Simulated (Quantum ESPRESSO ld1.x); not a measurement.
Problem. These are the eigenvalues of the occupied orbitals of an atom or ion with whole-number occupations (Ry). All-electron calculation, non-relativistic Kohn-Sham, PBEsol, spin-unpolarised, spherical densities, point nucleus. Program: ld1.x of Quantum ESPRESSO 7.5.

1s: -596.6264
2s: -70.8567
2p: -61.9038
3s: -8.1414
3p: -5.4186
3d: -0.9576

Which element is it, and in what charge state? The configuration may be excited.

Solution. Z = 28, nickel, charge +1: Ni+ in [Ar] 3d9. The list shows which subshells hold electrons but not how many an open one holds; the 1s level, -298.31 hartree, gives Z - s = 24.4 by -(Z - s)^2/2, which with screening narrows Z to a few neighbours, and the depths of the outer levels then fix element, charge and occupations together.
